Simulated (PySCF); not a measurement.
**Exercise with solution: chemical shift, span and skew from a shielding tensor**

sulfur difluoride (F2S), SMILES S(F)F. Atoms are numbered in the order given.

```xyz
3

F      0.0000    -1.2073     0.4897
S      0.0000     0.0000    -0.5509
F      0.0000     1.2073     0.4897
```

The structure is a stationary point at ωB97X-D3(BJ)/def2-TZVP.

GIAO shieldings from KT2/pcSseg-2 (PySCF), non-relativistic, no solvent. The symmetric part of the tensor of F1 has the principal values -10.1, 41.2, 948.7 ppm. The same nucleus in CFCl3 has σ = 125.1 ppm at this level (PySCF, at its B3LYP-D3(BJ)/def2-TZVP geometry).

Task: Work out the isotropic shielding, the ¹⁹F shift against CFCl3, the span and the skew.

Result: 
σ(iso) = (σ11 + σ22 + σ33)/3 = 326.6 ppm. δ = σ(ref) − σ(iso) = 125.1 − (326.6) = -201.5 ppm.
Span Ω = σ33 − σ11 = 958.8 ppm. Skew κ = 3(σ(iso) − σ22)/Ω = 0.89. Tumbling in solution averages the tensor to δ; in a static solid the shielding alone would spread this spin-1/2 line over Ω.
